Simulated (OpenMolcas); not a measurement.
Nb3+ among 6 point charges of -1 e arranged as a trigonal prism (D3h), with a polar angle of 56.0° against the regular 49.1°.

```yaml
Program: OpenMolcas
Method: CASSCF
Basis: ANO-RCC-VDZP [6s5p3d1f]
Scalar_Hamiltonian: DKH2, point nucleus
Active_space: 2 electrons in 5 orbitals (4d)
State_averaging: 2S+1 = 3 even, 10 roots; 2S+1 = 1 even, 15 roots
Spin-orbit_coupling: RASSI with atomic mean-field integrals over the reference wave functions
```

All point charges move together. At R = 1.97 Å the first state of the same spin is 4929 cm-1, and at R = 2.1 Å it is 3680 cm-1.

Question: A third run gives 3030 cm-1. What distance was it run at?

Answer: With a power law R^-n the two known points give n = -ln(3680 / 4929) / ln(2.1 / 1.97) = 4.57. Then R = 1.97 × (4929 / 3030)^(1/4.57) = 2.191 Å. The run was at 2.19 Å, so the estimate is off by +0.001 Å.

An orbital doublet at a regular site is open to a Jahn-Teller distortion, which this geometry leaves out. Without dynamic correlation the repulsion within the d shell is too large (B by tens of per cent), so at a given field states of lower spin stand too high. This is an electrostatic model: the charges have no orbitals. No measured value stands beside these numbers.
